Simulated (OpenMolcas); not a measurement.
Mn4+ among 4 point charges of -1 e arranged as a tetrahedron (Td), 1.84 Å from the ion.
```
   1.0623    1.0623    1.0623  -1.00
   1.0623   -1.0623   -1.0623  -1.00
  -1.0623    1.0623   -1.0623  -1.00
  -1.0623   -1.0623    1.0623  -1.00
```

- Program: OpenMolcas 26.06
- Method: CASSCF
- Basis: ANO-RCC-VDZP [5s4p2d1f]
- Scalar Hamiltonian: DKH2, point nucleus
- Active space: 3 electrons in 5 orbitals (3d)
- State averaging: 2S+1 = 4 even, 10 roots; 2S+1 = 2 even, 40 roots
- Spin-orbit coupling: state interaction with AMFI integrals over the reference wave functions

(1) What is the spin-free ground state (labels of Td)?

(2) Where is the first state of the same spin?

(3) What are the lowest two levels with spin-orbit coupling?

(4) What is χT at 300 K, and how does it compare with the textbook value?

(5) Which ligand-field parameters describe the states?

## Answers

(1) 4T1, 3-fold in its orbital part, 100 % from free-ion F terms; it has the highest spin that d3 allows.

(2) 4T2 at 668 cm-1 above the ground state.

(3) A 4-fold level Γ8, then a 2-fold level Γ7 225.7 cm-1 above it. Their leading multiplicities are 4 (100 %) and 4 (100 %).

(4) The lowest level has 2S+1 = 4, for which the spin-only value is χT = S(S+1) / 2 = 1.875 cm3 K/mol (g = 2). The computed 0.705 at 300 K differs by -1.170, through orbital momentum, spin-orbit coupling and any other state in reach. With a threefold ground state the orbital momentum is unquenched, so the spin-only value is not expected to hold.

(5) A least-squares ligand-field fit to the states below 45000 cm-1, each weighted by its degeneracy and with a free common offset, gives 10Dq = -837 cm-1 (negative for this site), B = 1331 cm-1 and C = 5006 cm-1 (C/B = 3.76), with an rms deviation of 29 cm-1. 

An orbital triplet at a regular site is open to Jahn-Teller coupling, which can distort the site and quench the lowest spin-orbit gaps and is left out. Without dynamic correlation the repulsion within the d shell is too large (B by tens of per cent), so at a given field states of lower spin stand too high. The ground term spreads over less than 5000 cm-1, several times less than with real ligands, so orbital moments are less quenched and χT lies further from the spin-only value than at real sites. Point charges carry no covalency, so the field is a model and not that of real ligands. No measured value stands beside these numbers.
